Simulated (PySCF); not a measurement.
Molecule: sum formula H4Si2OCl (charge 0, doublet). It need not be the lowest isomer of its formula. SMILES: [SiH3]O[SiH]Cl
Geometry from a B3LYP-D3(BJ)/def2-TZVP (Ansatz) optimisation:
```xyz
8

Si    -2.0895     0.1230    -0.1980
O     -0.6079     0.8466    -0.3020
Si     0.9579     0.7771     0.1410
Cl     1.5596    -1.2090     0.2743
H     -2.1072    -1.0912    -1.0406
H     -2.3734    -0.2397     1.2080
H     -3.0911     1.0943    -0.6818
H      1.7642     1.4153    -0.9357
```
Charge 0, spin multiplicity 2.

Dispersion corrections to the total energy (kcal/mol) from the dftd3 and dftd4 libraries through PySCF: D3(BJ) without and D4 with the three-body term, each with the damping fitted for the functional named.

```
functional  D3(BJ)      D4
----------  ------  ------
B2PLYP           …   -3.37
PBE0         -4.17   -4.12
LC-wPBE          …   -5.44
CAM-B3LYP        …   -4.26
revPBE      -10.70  -13.07
r2SCAN       -1.30   -1.14
BHLYP        -7.26   -6.59
```

What belongs in the gaps?


- B2PLYP, D3(BJ): -4.34
- LC-wPBE, D3(BJ): -4.82
- CAM-B3LYP, D3(BJ): -4.19
